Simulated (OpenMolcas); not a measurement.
Pd3+ (d7) among equal point charges was computed by CASSCF with the d shell active (OpenMolcas, ANO-RCC-VDZP on the metal). Its lowest spin-free states, and all those of the highest spin:

```tsv
2S+1	Degeneracy	E (cm-1)
4	1	0.0
4	2	3566
2	1	3685
2	1	7177
2	2	9401
2	1	13856
2	1	16544
4	1	17417
2	2	19350
4	2	21180
2	1	23162
2	2	23984
4	1	31161
4	2	36468
4	1	65191
```

Is the site octahedral, tetrahedral or cube-like, axial, or of lower symmetry?

The states with 2S+1 = 4 have orbital degeneracies 1, 2, 1, 2, 1, 2, 1. There are pairs but no triples, so the site is axial: not cubic, but with a proper or improper axis of order three or more. The run had Pd3+ among 4 point charges of -2.5 e arranged as a square (D4h), 1.8 Å from the ion. The active orbitals were held to one l.

Without dynamic correlation the repulsion within the d shell is too large (B by tens of per cent), so at a given field states of lower spin stand too high. This shell can be high or low spin here, a state of another spin lies low, and with metal d orbitals alone active their balance is uncertain, so the ground spin may be wrong. Point charges give a weaker field than real ligands, and real ions of this kind are as a rule low spin; the high spin found here belongs to the model. This is an electrostatic model: the charges have no orbitals. No measured value stands beside these numbers.
